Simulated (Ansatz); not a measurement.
Calculated with Ansatz (gas phase, PBE0-D4/def2-TZVP geometries, no zero-point term in ΔE). CCSD(T)/CBS adds triple-zeta CCSD(T) − MP2 to the extrapolated MP2 energy (def2 sets, frozen cores). Functionals use def2-TZVPP. B3LYP here is the variant with VWN-RPA as its local correlation; programs differ in this. Each species was taken in one conformer, which may not be the lowest.

Reaction (substitution at a C–Si bond): `C[Si](C)(O)Cl` + `O[SiH](F)O[SiH2]F` → `CO[SiH](F)O[SiH2]F` + `C[SiH](O)Cl`

```tsv
level	ΔE (kJ/mol)	difference from CCSD(T)/CBS
r2SCAN-D4	111.8	0.3
PBE0-D4	110.4	-1.1
B3LYP-D4	103.2	-8.3
B2PLYP	106.4	-5.1
PBE0	109.9	-1.6
B3LYP	102.0	-9.5
CCSD/def2-TZVPP	107.7	-3.8
CCSD(T)/def2-TZVPP	108.8	-2.7
MP2/def2-QZVPP	117.8	6.3
MP2/CBS(def2)	119.1	7.6
CCSD(T)/CBS	111.5	0
```

Largest T1 diagnostic among the species: 0.012.

In def2-TZVPP, CCSD(T) changes the Hartree–Fock value by +14.3 kJ/mol (the triples alone add +1.2 kJ/mol) and MP2 by +22.0 kJ/mol.
